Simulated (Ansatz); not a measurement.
F, doublet. Base run: CCSD(T)/6-31G* run with Ansatz (an electronic-structure program).

Ansatz was given this input:
Ansatz 0.2 input:
```yaml
crystal:
  periodic: [false, false, false]
  atoms:
    - {symbol: F, position_ang: [0.00000000, 0.00000000, 0.00000000]}
basis:
  gaussian:
    orbitals: 6-31G*
magnetization: {spin_polarized: true, initial_magnetization: 1}
correlation: {method: ccsd_t}
```

Variants of this job, named by their change:

```
change                                                             ΔE vs base (kcal/mol)  MP2 correlation (Eh)  CC correlation without the perturbative part (Eh)  basis functions
-----------------------------------------------------------------  ---------------------  --------------------  -------------------------------------------------  ---------------
base                                                                               0.000              -0.12231                                           -0.13272               15
fitting = cc-pVTZ-JKFIT (mean field), cc-pVTZ-RIFIT (correlation)                 -0.019              -0.12230                                           -0.13274               15
method = mp2                                                                        7.29              -0.12231                                                  -               15
method = bccd_t                                                                   -0.005              -0.12231                                           -0.13252               15
method = bccd                                                                       0.88              -0.12231                                           -0.13252               15
diis_vectors = 2                                                                   0.000              -0.12231                                           -0.13272               15
diis_vectors = 4                                                                   0.000              -0.12231                                           -0.13272               15
electrons = outside_noble_gas                                                      0.000              -0.12231                                           -0.13272               15
accuracy = high                                                                   -0.001              -0.12231                                           -0.13272               15
reference functional = pbe0                                                        0.207                     -                                           -0.13369               15
```
